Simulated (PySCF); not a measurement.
Species: C3H9NSi2.
SMILES with atom numbers: `[NH2:1][Si@H:2]1[CH:3]=[CH:4][CH2:5][SiH2:6]1`

NICS = −σ at a ghost point: NICS(0) at the centroid of the ring atoms, NICS(1) 1 Å to either side along the normal of their mean plane, zz for the tensor component along that normal. Level: GIAO PBE0/pcSseg-1 (PySCF, non-relativistic, gas phase) on the GFN2-xTB geometry, one conformer.

Ring bond lengths (Å), with Mayer bond orders in brackets: Si2–C3 1.896 (0.83), C3–C4 1.329 (1.92), C4–C5 1.499 (1.05), C5–Si6 1.920 (0.87), Si6–Si2 2.300 (0.93).

Task: What do the NICS probes read (ppm)?

Result: 
```json
{"ring": "Si2–C3–C4–C5–Si6", "type": "5-membered ring with 2 Si; formal bonds 1 double, 4 single", "NICS(0)": "-1.9", "NICS(1), two faces": "-3.7 / -2.8", "NICS(1)zz, two faces": "-2.7 / -0.8", "rms pucker (Å)": "0.01", "centre to ring atoms, mean (Å)": "1.50"}
```

Task: What do they say, and how far can they be read as aromaticity?

Result: 
- Si2–C3–C4–C5–Si6: mean NICS(1)zz -1.7 ppm, near zero. Si2, C5, Si6 have four or more neighbours, and the NICS criterion for π rings isn't applied.

Task: What is the mean of the two in-plane components of NICS at the first NICS(1) probe listed for ring Si2–C3–C4–C5–Si6, 1 Å off the ring?

Result: The isotropic value is a third of the trace: (3 × -3.7 − (-2.7))/2 = -4.2 ppm.

Task: Give the inner angles of the rings and the Hirshfeld charges of the ring atoms.

Result: 
- Si2–C3–C4–C5–Si6: Si2 91.8° (+0.295 e), C3 118.5° (-0.168 e), C4 124.1° (-0.031 e), C5 111.5° (-0.161 e), Si6 94.2° (+0.237 e); sum 540.0° against 540° for a flat convex ring.

Task: What are the shieldings of the ring atoms and their hydrogens in the same run (means over atoms taken as equivalent)?

Result: 
```
   atoms                  environment  σ isotropic (ppm)  principal values of the symmetric part, first atom (ppm)
     Si2                  SiH silicon              370.0                                       318.4, 380.1, 411.5
      C3             alkene CH carbon               42.8                                        -68.7, 40.2, 156.9
      C4             alkene CH carbon               28.0                                        -89.6, 24.6, 149.2
      C5  sp3 carbon bound to silicon              168.5                                       155.2, 156.4, 193.8
     Si6                 SiH2 silicon              438.8                                       408.9, 429.8, 477.6
H on Si2                Si–H hydrogen              26.43                                          23.0, 25.0, 31.3
 H on C3             vinylic hydrogen              25.24                                          23.6, 25.1, 27.0
 H on C4             vinylic hydrogen              24.60                                          22.1, 24.7, 27.0
 H on C5           methylene hydrogen              29.73                                          24.8, 27.9, 36.5
 H on C5           methylene hydrogen              29.81                                          24.8, 27.9, 36.8
H on Si6                Si–H hydrogen              28.10                                          24.9, 25.7, 33.8
H on Si6                Si–H hydrogen              28.15                                          24.4, 25.7, 34.3
```
